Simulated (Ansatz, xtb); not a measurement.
# Ranking isomers of C5H8OS2

6 gas-phase structures of C5H8OS2, from a drawn sample of its isomers (lower ones may exist). Each was relaxed with GFN2-xTB; where two conformers were screened, the lower at r2SCAN-D4/def2-SVP is listed:

A. `CC1(C=O)SCCS1`, a singlet
B. `O=CCC1SCCS1`, a singlet
C. `CS[C@@H]1SCCC1=O`, a singlet
D. `C[C@@H]1SCS[C@@H]1C=O`, a singlet
E. `CS[C@@H]1CC(=O)CS1`, a singlet
F. `CC(=O)[C@@H]1CSCS1`, a singlet

Problem. Which do you expect lowest at r2SCAN-D4/def2-SVP, and how would the others follow?

Solution. Calculated order at r2SCAN-D4/def2-SVP: E (0.0), C (0.1), F (0.5), A (3.6), D (6.6), B (8.7) kcal/mol. Less than 1 kcal/mol parts E and C; C and F, so the order within those pairs means little.

Energies above the lowest of each column, in kcal/mol; the last columns are at B3LYP-D3(BJ)/def2-SVP geometries (a dash: not run or not comparable):

```tsv
structure	GFN2-xTB	HF/STO-3G	r2SCAN-D4/def2-SVP	B3LYP-D3(BJ)/def2-SVP	CCSD(T)/def2-SVP + ΔMP2/def2-TZVPP
E	0.0	0.0	0.0	0.0	0.8
C	0.1	3.1	0.1	0.1	0.6
F	1.8	3.2	0.5	0.0	0.0
A	7.7	10.5	3.6	3.8	3.7
D	9.3	7.4	6.6	5.9	5.1
B	10.1	7.3	8.7	7.7	–
```

CCSD(T)/def2-SVP + ΔMP2/def2-TZVPP has C and E and F within 1 kcal/mol of each other at the bottom, and every level picks one of them. CCSD(T)/def2-SVP + ΔMP2/def2-TZVPP orders those it was run on as F (0.0), C (0.6), E (0.8), A (3.7), D (5.1) kcal/mol. Less than 1 kcal/mol parts F and C; C and E, so the order within those pairs means little. Flexible structures stand in one conformer each, not always the lowest. Frequencies (GFN2-xTB) were run for A, C, D, E, F alone. ΔMP2 is the change of the MP2 energy from the smaller to the larger basis.

Over these structures GFN2-xTB departs from r2SCAN-D4/def2-SVP by 1.2 kcal/mol on average once a common shift is removed. A GFN2-xTB relaxation took about 0.14 s and the r2SCAN-D4/def2-SVP energy about 2.2 s on a shared host (Ansatz 0.2.0, xtb 6.7.1).
